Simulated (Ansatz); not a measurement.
`[NH2][SnH2][SiH2]O` + `C[SiH2]S[SiH3]` → `[CH3][SnH2][SiH2]O` + `N[SiH2]S[SiH3]`  (redistribution)

Computed with Ansatz on PBE0-D4/def2-TZVP structures; ΔE is electronic, products minus reactants. CCSD(T)/CBS is the MP2 limit (def2-TZVPP, def2-QZVPP) plus CCSD(T) − MP2 in def2-TZVPP, frozen cores. Functionals use def2-TZVPP. B3LYP here is the variant with VWN-RPA as its local correlation; programs differ in this. def2 core potentials past Kr. For Sn outer-core shells are correlated without core-valence functions, which leaves a few kJ/mol of doubt a bond. Each species was taken in one conformer, which may not be the lowest.

| level | ΔE (eV) |
| --- | --- |
| B3LYP-D4 | -0.29 |
| PBE0 | -0.30 |

(1) What does CCSD(T)/CBS give? (Estimate.)

Largest T1 diagnostic among the species: 0.013.

Results:

(1) The calculation gave: -0.33 eV. The listed levels differ from it by 0.04, 0.03 eV.

The D4 term adds +0.04 eV with B3LYP and +0.02 eV with PBE0; it sums over pairs of atoms, weighted by their polarisabilities, and B3LYP, whose exchange is more repulsive, gets the larger term. In def2-TZVPP, CCSD(T) changes the Hartree–Fock value by +0.20 eV (the triples alone add +0.04 eV) and MP2 by +0.19 eV. From PBE to PBE0 (25 % exact exchange), in def2-TZVPP and without D4, ΔE moves by −0.07 eV.
